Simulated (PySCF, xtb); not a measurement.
C3H6OSi, SMILES [C@H]1([SiH3])OC=C1.

Harmonic wavenumbers (cm⁻¹) from GFN2-xTB (xtb 6.7.1) at its own minimum, in rising order: 123, 165, 201, 481, 532, 557, 695, 751, 759, 772, 786, 812, 920, 970, 987, 1043, 1104, 1155, 1210, 1228, 1622, 2261, 2293, 2297, 2967, 3134, 3196.

Problem. What does B3LYP-D3(BJ)/def2-SVP (PySCF) give at its own minimum? (An estimate is asked for; the answer gives what the named calculation found.)

Solution. 168, 183, 218, 483, 559, 636, 700, 802, 877, 880, 925, 936, 952, 954, 975, 1053, 1140, 1170, 1225, 1299, 1619, 2219, 2230, 2250, 3071, 3219, 3286. Paired by order, the mean absolute difference is 51 cm⁻¹ and the zero-point energies are 47.2 and 48.6 kcal/mol.
